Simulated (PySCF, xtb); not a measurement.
C₃H₈BrNSi, SMILES C[Si](N)(Br)C=C.

Geometry optimised at B3LYP-D3(BJ)/def2-SVP. One conformer was computed; it need not be the lowest.

Calculation: IEF-PCM-B3LYP/def2-SVP (PySCF).

The values are the electrostatic part of the solvation free energy, E(continuum) − E(gas) at the gas-phase geometry, in a cavity of scaled van der Waals radii (PySCF's table); cavitation and dispersion terms are not included. In vacuum the orbital gap is 6.41 eV. The dipole moment in vacuum is 2.14 D.

Computed values in water (ε = 78.36), acetone (ε = 20.49), chloroform (ε = 4.71):
```csv
solvent,ε,ΔG(elec) (kcal/mol),dipole (D),gap (eV)
water,78.36,-5.6,2.82,6.49
acetone,20.49,-5.2,2.78,6.49
chloroform,4.71,-3.9,2.63,6.48
```

For comparison, GFN2-xTB/ALPB(water) (xtb, at the GFN2-xTB geometry, all terms of that model) gives -4.2 kcal/mol.
